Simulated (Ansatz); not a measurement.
`C[SiH2][SiH](Cl)Cl` + `[AsH3]` → `C[SiH2][AsH2]` + `Cl[SiH2]Cl` at 400 K and 1 bar (cleavage of the Si–Si bond).

Isolated molecules relaxed with PBE0-D4/def2-TZVP in Ansatz; ΔE leaves out vibrations. CCSD(T)/CBS adds triple-zeta CCSD(T) − MP2 to the extrapolated MP2 energy (def2 sets, frozen cores). For As outer-core shells are correlated without core-valence functions, which leaves a few kJ/mol of doubt a bond. Scalar relativity is left out up to krypton. One conformer a species, not always the lowest.

| species | CCSD(T)/CBS energy (Eh) | H − E (kJ/mol) | S (J/(mol·K)) |
| --- | --- | --- | --- |
| `C[SiH2][SiH](Cl)Cl` | -1539.48961 | 213.8 | 434.4 |
| `[AsH3]` | -2236.79077 | 72.0 | 234.9 |
| `C[SiH2][AsH2]` | -2566.35921 | 212.7 | 363.9 |
| `Cl[SiH2]Cl` | -1209.93203 | 74.0 | 306.7 |

H − E and S are ideal-gas, rigid-rotor, harmonic terms from PBE0-D4/def2-TZVP, for one conformer and one mirror image of each species. 1 Eh = 2625.50 kJ/mol, R = 8.31446 J/(mol·K).

**Question.** By hand: ΔE, ΔH, ΔS and ΔG.

**Answer.** ΔE = (-2566.35921) + (-1209.93203) − (-1539.48961) − (-2236.79077) = -0.01086 Eh = -28.5 kJ/mol. Δ(H − E) = 212.7 + 74.0 − 213.8 − 72.0 = 0.9, so ΔH = -27.6 kJ/mol. ΔS = 363.9 + 306.7 − 434.4 − 234.9 = 1.3 J/(mol·K). ΔG = -27.6 − 400 × (1.3)/1000 = -28.1 kJ/mol.

**Question.** By hand: the equilibrium constant, and the temperature at which ΔG would vanish if ΔH and ΔS stayed fixed.

**Answer.** log₁₀ K = −ΔG/(RT ln 10) = 3.7. ΔH and −TΔS have one sign here, so there is no such temperature. One of them is within its doubt of zero, so this could turn.

The number of gas molecules stays the same, so ΔS is small and ΔH decides. A doubt of 5 kJ/mol in ΔE shifts log₁₀ K by 0.7 here. Other conformers and mirror images would add mixing entropy, several J/(mol·K) or more a flexible species. Modes under 60 cm⁻¹, often nearly free rotors, make the harmonic entropy too high. These are equilibria of isolated gas molecules and say nothing of rates. Largest T1 diagnostic: 0.011 (customary marks: 0.02 for closed shells, 0.045 for open ones).
